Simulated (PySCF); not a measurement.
# Carbon: a sound run and one with changed settings

Sound run: C⁺ [He] 2s2 2p1, C²⁺ [He] 2s2. Calculation: PySCF 2.14, in cc-pVTZ; the non-relativistic Hamiltonian (point nucleus). The sound run starts from symmetry-adapted Hartree-Fock orbitals and uses a fine grid where one is needed.

A second run was set up differently.

| species | method | sound run (hartree) | changed run (hartree) | converged |
| --- | --- | --- | --- | --- |
| C⁺ | UHF | -37.29475 | -37.29475 | yes |
| C⁺ | TPSS | -37.44277 | -37.44295 | yes |
| C⁺ | LDA | -37.03779 | -37.03802 | yes |
| C²⁺ | UHF | -36.40738 | -36.40738 | yes |
| C²⁺ | TPSS | -36.52440 | -36.52753 | yes |
| C²⁺ | LDA | -36.12832 | -36.12981 | yes |

Ionisation energy of C⁺:

```
method  sound run (eV)  changed run (eV)
   UHF          24.146            24.146
  TPSS          24.990            24.910
   LDA          24.748            24.714
```

(1) What was changed?
A. a valence shell is frozen
B. minimal basis
C. level shift left on
D. radial grid too coarse

## Answers

(1) D. It used radial step 0.5 in ln r (0.13 in the sound run). A coarse radial grid mis-integrates the density and the exchange-correlation energy, with errors of either sign; Hartree-Fock needs no grid.
